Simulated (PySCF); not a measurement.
A structure optimised at PBE-D3(BJ)/def2-SVP, used in a PySCF frequency run:

```
Sn
F 1 1.9477
O 1 1.9852 2 105.83
H 3 0.9806 1 107.28 2 0.00
Cl 1 2.3371 2 108.78 4 -120.04
Cl 1 2.3371 2 108.78 4 120.04
```

**Question.** Write its SMILES, formula and point group.

**Answer.** [OH][Sn]([F])([Cl])[Cl], Cl2FHOSn, Cs

**Question.** What are its rotational constants (standard atomic weights)?

**Answer.** 1.9705, 1.4537, 1.1778 GHz
